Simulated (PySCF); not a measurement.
Electron correlation in Ag (silver, neutral)

[Kr] 4d10 5s1, 2S determinant. Calculation: PySCF 2.14, in x2c-TZVPPall with one added diffuse shell each of s, p, d, f type (9s7p7d3f1g, 95 functions); scalar relativity by spin-free X2C-1e. Frozen: [Kr]; 11 electrons correlated.

```csv
level,correlation energy (mhartree)
CCSD,-365.86
(T),-14.58
CCSD(T),-380.44
```

Diagnostics: T1 = 0.018, D1 = 0.0804, largest double amplitude 0.017.

Cost of the coupled-cluster step: roughly 40 core-seconds, for 11 correlated electrons.

Iterations:

```
CC2 = 0
CCSD nocc = (np.int64(6), np.int64(5)), nmo = (77, 77)
frozen orbitals [[0, 1, 2, 3, 4, 5, 6, 7, 8, 9, 10, 11, 12, 13, 14, 15, 16, 17], [0, 1, 2, 3, 4, 5, 6, 7, 8, 9, 10, 11, 12, 13, 14, 15, 16, 17]]
max_cycle = 100
direct = 0
conv_tol = 1e-08
conv_tol_normt = 1e-06
diis_space = 8
diis_start_cycle = 0
Init t2, MP2 energy = -0.395636037051892
Init E_corr(UCCSD) = -0.395636037103997
cycle = 1  E_corr(UCCSD) = -0.357675388723574  dE = 0.0379606484  norm(t1,t2) = 0.0716029
cycle = 2  E_corr(UCCSD) = -0.365966841891079  dE = -0.00829145317  norm(t1,t2) = 0.0223932
cycle = 3  E_corr(UCCSD) = -0.365257271402563  dE = 0.000709570489  norm(t1,t2) = 0.0114583
cycle = 4  E_corr(UCCSD) = -0.365752994606302  dE = -0.000495723204  norm(t1,t2) = 0.00524408
cycle = 5  E_corr(UCCSD) = -0.365877454998761  dE = -0.000124460392  norm(t1,t2) = 0.000401223
cycle = 6  E_corr(UCCSD) = -0.365863786907436  dE = 1.36680913e-05  norm(t1,t2) = 0.000108901
cycle = 7  E_corr(UCCSD) = -0.365859223182027  dE = 4.56372541e-06  norm(t1,t2) = 3.96495e-05
cycle = 8  E_corr(UCCSD) = -0.365860108325192  dE = -8.85143165e-07  norm(t1,t2) = 1.12208e-05
cycle = 9  E_corr(UCCSD) = -0.36586039220032  dE = -2.83875128e-07  norm(t1,t2) = 2.76211e-06
cycle = 10  E_corr(UCCSD) = -0.365860407608438  dE = -1.54081176e-08  norm(t1,t2) = 8.33937e-07
cycle = 11  E_corr(UCCSD) = -0.365860394118099  dE = 1.34903391e-08  norm(t1,t2) = 2.54844e-07
cycle = 12  E_corr(UCCSD) = -0.365860398744547  dE = -4.6264485e-09  norm(t1,t2) = 7.37935e-08
UCCSD converged
E(UCCSD) = -5313.17818396941  E_corr = -0.3658603987445472
UCCSD(T) correction = -0.0145787890636046
```
